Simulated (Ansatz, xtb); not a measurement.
**Two structures of CaHNaSSn**

We compare a, a triplet given by its coordinates, with b, a triplet given by its coordinates. Both are isolated molecules in the gas phase, relaxed with PBE-D3(BJ)/def2-SVP.

a (Å):

```yaml
atoms:
  - { symbol: Ca, position_ang: [-0.6819, -0.2727, -2.0321] }
  - { symbol: Na, position_ang: [1.5948, 1.6341, -0.9382] }
  - { symbol: S, position_ang: [-0.5679, 0.6385, 0.3583] }
  - { symbol: Sn, position_ang: [-1.7360, 2.5140, -1.0007] }
  - { symbol: H, position_ang: [1.3093, 0.1555, -2.5337] }
```

Close contacts (Å): Ca1–Na2 3.16, Ca1–S3 2.56, Ca1–Sn4 3.15, Na2–S3 2.71, Na2–Sn4 3.45, S3–Sn4 2.59, Ca1–H5 2.10, Na2–H5 2.19.

b (Å):

```xyz
5

Ca   -2.1586   -1.5131    1.0063
Na    1.2712   -0.1416    0.0476
S    -1.1776    0.7601    0.2819
Sn   -1.1992   -0.4007   -2.0497
H    -1.7820   -1.9799   -1.1256
```

Close contacts (Å): Ca1–Na2 3.82, Ca1–S3 2.58, Ca1–Sn4 3.39, Na2–S3 2.62, Na2–Sn4 3.25, S3–Sn4 2.60, Ca1–H5 2.21, Sn4–H5 1.92.

Q: Which of the two would you expect CCSD(T)/def2-TZVP electronic energies to favour?

A: Too close to call at this level: CCSD(T)/def2-TZVP gives E(b) − E(a) = −3.99 kJ/mol.

The same difference at several levels:

| level | geometry | E(b) − E(a) (kJ/mol) | departure from the last row (kJ/mol) | job, with rough time for the two |
| --- | --- | --- | --- | --- |
| PBE-D3(BJ)/def2-SVP | PBE-D3(BJ)/def2-SVP | +5.17 | +9.16 | optimisation, 2.2 min |
| HF/def2-TZVP | PBE-D3(BJ)/def2-SVP | −5.23 | −1.24 | part of the CCSD(T) run |
| MP2/def2-TZVP | PBE-D3(BJ)/def2-SVP | +0.13 | +4.11 | part of the CCSD(T) run |
| CCSD(T)/def2-TZVP | PBE-D3(BJ)/def2-SVP | −3.99 |  | single point, 9.5 min |

The largest departure from CCSD(T)/def2-TZVP is that of PBE-D3(BJ)/def2-SVP, 9.16 kJ/mol. Levels run at GFN2-xTB geometries aren't shown. The triplet state of a needn't be its ground state. The triplet state of b needn't be its ground state.

With harmonic frequencies from PBE-D3(BJ)/def2-SVP (ideal gas, rigid rotor, one conformer each, 298.15 K, 1 atm): on the last row, ΔE + ΔZPE = −3.07 kJ/mol. A mode under 50 cm⁻¹ makes harmonic enthalpies and free energies unreliable, so none is given.

Open shells are spin-unrestricted. The correlated steps freeze 15 core orbitals; the filled d shell of Sn is correlated; the last core shell of Ca and Na is correlated, in a basis made for valence electrons. Atoms past krypton carry core potentials in the def2 sets and no spin–orbit term is included. Programs: Ansatz 0.2.0; the last row on 2 threads of Intel(R) Xeon(R) Processor @ 2.70GHz on a shared host.
